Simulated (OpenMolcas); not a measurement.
F2+: effect of the IPEA shift

```json
{
  "Program": "OpenMolcas",
  "Basis": "ANO-RCC-VTZP [4s3p2d1f]",
  "Scalar Hamiltonian": "DKH2, point nucleus",
  "Active space": "3 electrons in 3 orbitals (2p)",
  "State averaging": "2S+1 = 4 odd, 1 root; 2S+1 = 2 odd, 8 roots",
  "Spin-orbit coupling": "state interaction with AMFI integrals over the reference wave functions, term energies averaged over their components"
}
```

Methods on the same reference wave functions:
A. CASSCF
B. SS-CASPT2, IPEA 0 Eh, imaginary shift 0.1 Eh (closed shells correlated: 1s 2s)
C. SS-CASPT2, IPEA 0.25 Eh, imaginary shift 0.1 Eh (closed shells correlated: 1s 2s)

Energies in eV above 2s2 2p3 4S* 3/2.

```csv
Level,A,B,C
2s2 2p3 4S* 3/2,0.0000,0.0000,0.0000
2s2 2p3 2D* 3/2,4.6631,4.340,4.323
2s2 2p3 2D* 5/2,4.6640,4.341,4.324
2s2 2p3 2P* 1/2,7.7386,6.819,6.823
2s2 2p3 2P* 3/2,7.7398,6.821,6.824
```

Between B and C the level of the table that moves most is 2s2 2p3 2D* 5/2, by 140 cm-1 (lowest in C, highest in B). Moves below CASPT2's spread within the term are not significant.

From A to B the spin-free energies of the other terms of 2s2 2p3 shown, above 4S*, scale by factors of 0.88 to 0.93.

The lowest spin-free term lies below A's lowest term by 0.116 hartree in B, 0.111 hartree in C.

CASPT2 does not keep the components of a term degenerate, so their means are used; among the terms shown or strongly mixed into the levels shown the widest spread is 140 cm-1 (2s2 2p3 2D*, C). With the s shell closed, the reference lacks s² → p² mixing. Only configurations of the active space appear.

* marks odd parity.
